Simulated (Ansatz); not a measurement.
`C[O][GeH]([F])[SeH]` + `[OH][Ti]([F])([SH])[Cl]` → `C[O][GeH]([F])[SH]` + `[OH][Ti]([F])([Cl])[SeH]`  (redistribution)

Program: Ansatz. Geometries: PBE0-D4/def2-TZVP. ΔE: electronic, gas phase. CBS: MP2 limit from def2 TZ/QZ plus the TZ coupled-cluster correction, frozen cores. DFT in def2-TZVPP. B3LYP here is the variant with VWN-RPA as its local correlation; programs differ in this. For Ge, Se, Ti outer-core shells are correlated without core-valence functions, which leaves a few kJ/mol of doubt a bond. Scalar relativity is left out up to krypton. One conformer a species, not always the lowest.

`C[O][GeH]([F])[SeH]`:

Cartesian coordinates in Å:
```
C 0.522 1.187 -0.939
O -0.365 1.146 0.162
Ge -0.809 -0.375 0.912
F -1.687 -1.301 -0.268
Se 1.047 -1.701 1.448
H 0.788 2.232 -1.108
H 1.439 0.621 -0.742
H 0.050 0.793 -1.844
H -1.736 -0.024 2.073
H 0.751 -2.576 0.306
```

`[OH][Ti]([F])([SH])[Cl]`:

Z-matrix (Å, degrees):
```
Ti
F 1 1.748
S 1 2.276 2 108.8
O 1 1.752 2 112.9 3 115.6
Cl 1 2.197 2 108.6 3 -120.1
H 3 1.348 1 91.0 2 -52.1
H 4 0.958 1 146.1 2 -5.6
```

`C[O][GeH]([F])[SH]`:

Z-matrix (Å, degrees):
```
C
O 1 1.415
H 1 1.091 2 107.5
H 1 1.096 2 111.8 3 119.1
H 1 1.095 2 111.2 3 -118.9
Ge 2 1.752 1 121.1 3 -168.7
S 6 2.208 2 112.6 1 49.7
F 6 1.738 2 107.8 1 -64.7
H 6 1.525 2 106.5 1 177.9
H 7 1.344 6 91.2 2 -109.6
```

`[OH][Ti]([F])([Cl])[SeH]`:

```xyz
7

O    -0.569   -1.476    0.754
Ti    0.035   -0.201   -0.285
F    -1.110    0.286   -1.511
Cl    1.921   -0.772   -1.251
Se    0.390    1.645    1.227
H    -1.335   -1.999    0.994
H     0.668    2.517    0.072
```

(1) Is it downhill or uphill in electronic energy at CCSD(T)/CBS, and by how much? (An estimate is asked.)

(2) What do these levels give: r2SCAN-D4, PBE, PBE0, B3LYP, HF/def2-TZVPP, MP2/def2-QZVPP? (Best estimate.)

Largest T1 diagnostic among the species: 0.025, so the coupled-cluster value is less sure than usual.

## Answers

(1) The calculation gave: Nearly level: ΔE = 0.00 eV.

(2) Computed: r2SCAN-D4 0.02, PBE 0.03, PBE0 0.03, B3LYP 0.03, HF/def2-TZVPP 0.03, MP2/def2-QZVPP -0.02 eV.
